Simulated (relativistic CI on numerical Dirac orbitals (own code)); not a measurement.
**Excitation temperature from two lines of C II**

Problem. In an optically thin plasma whose excited levels follow a Boltzmann distribution, the energy emitted in C II 7236.42 Å and 3918.98 Å has the ratio 3.38 (an assumed reading, corrected for the detector). Tabulated data (NIST Handbook of Basic Atomic Spectroscopic Data): upper levels 145550.7 and 157234.1 cm⁻¹, g = 6 and 2, A = 4.22 × 10^7 and 6.36 × 10^7 s⁻¹. Calculate the temperature, its uncertainty for 15 % in the ratio of intensities and A values together, and the strength of these other lines with tabulated A (λ in Å, g, A, upper level): 2836.71, 4, 3.98 × 10^7, 131735.5; 2837.60, 2, 3.97 × 10^7, 131724.4; 6578.05, 4, 3.63 × 10^7, 131735.5; 3920.69, 2, 1.27 × 10^8, 157234.1.

Working.
1. The emitted power of a line is proportional to (gA/λ) exp(−E/kT), so I₁/I₂ = (g₁A₁λ₂/g₂A₂λ₁) exp[(E₂ − E₁)/kT].
2. The prefactor is 1.078 and E₂ − E₁ = 11683.4 cm⁻¹ = 1.449 eV.
3. kT = (E₂ − E₁)/ln(3.38/1.078) = 11683.4/1.1428 = 10224 cm⁻¹ = 1.268 eV, or T = 14710 K.
4. δT/T = (kT/ΔE) × 15 % = 13.1 %; lines whose upper levels lie far apart give the better thermometer.
5. Other lines relative to the first: 2836.71 Å: 6.2, 2837.60 Å: 3.1, 6578.05 Å: 2.4, 3920.69 Å: 0.59.

Remark. Dense plasmas such as arcs and laser-ablation plumes come near a Boltzmann distribution among excited levels, though their strong lines may be self-absorbed. Low-pressure etch and deposition plasmas, at 10¹⁰ to 10¹³ electrons per cm³, do not: there the number found is an excitation temperature of these levels and not the electron temperature.
